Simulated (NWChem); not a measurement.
Species: GaHOBrCl; SMILES [OH][Ga]([Cl])[Br]

```xyz
5

Ga     0.3854    -0.4192     0.0000
Cl    -0.9306    -2.1297     0.0000
Br    -0.4537     1.7042     0.0000
O      2.1566    -0.6551     0.0000
H      2.3736    -1.6025     0.0000
```
Atoms are numbered in this order, from 1.

All runs: NWChem. Structure relaxed at the B3LYP/6-31G* (spherical d) level. GIAO values for the isolated, static molecule; σ is the absolute isotropic shielding, δ = σ(reference) − σ with the isolated reference molecule computed at the same levels (1H: tetramethylsilane, 17O: water). Spin-orbit effects, on the heavy nuclei and on their neighbours, are missing.

Problem. Estimate the computed values for KT2/pcSseg-1. Quantities: σ Ga1 (ppm); σ Cl2 (ppm); σ Br3 (ppm); δ O4 (ppm); δ H5 (ppm).

Solution. 
```yaml
"σ Ga1 (ppm)": 1399.9
"σ Cl2 (ppm)": 809.7
"σ Br3 (ppm)": 2477.1
"δ O4 (ppm)": 126.8
"δ H5 (ppm)": 3.48
```
